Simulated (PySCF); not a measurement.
From computed data to an observable: entropy of an ideal gas

TeF3, SMILES F[Te+](F)F, charge +1.

Geometry: PBE-D3(BJ)/def2-SVP. The spin state was assumed, not searched. The isomer is the one that the SMILES or the coordinates give; other isomers of the formula were not compared. The def2 effective core potentials stand for the cores of Te; spin–orbit coupling is left out.

PBE-D3(BJ)/def2-SVP run with PySCF gives the harmonic wavenumbers 190, 190, 232, 689, 694, 694 cm⁻¹ and the rotational temperatures 0.2169, 0.2169, 0.1604 K. The molar mass is 184.60 g/mol, the symmetry number 3, the spin multiplicity 1.

### Question
Work out the entropy at 298.15 K and 1 atm in the rigid-rotor, harmonic-oscillator model.

### Answer

Translation (Sackur–Tetrode at 1 atm): S = R[1.5 ln M + 2.5 ln T − 1.16487] = 173.8 J/(mol K).
Rotation: q = (√π/σ) T^1.5/√(θA θB θC) = 35000, S = R[ln q + 3/2] = 99.5 J/(mol K).
Vibration: with u = 1.4388 ν/T, each mode gives R[u/(e^u − 1) − ln(1 − e^−u)]:
```
ν (cm⁻¹)  modes     u  S (J/(mol K))
--------  -----  ----  -------------
190           2  0.92          18.64
232           1  1.12           7.80
689           1  3.32           1.34
694           2  3.35           2.62
```
These are all the modes. Sum 30.4 J/(mol K).
Spin: R ln 1 = 0.0 J/(mol K).
Total 303.7 J/(mol K); the program's own thermochemistry gives 303.7. Translation makes up 57 % and vibration 10 %. Anharmonicity, hindered rotation and orbital degeneracy are left out.
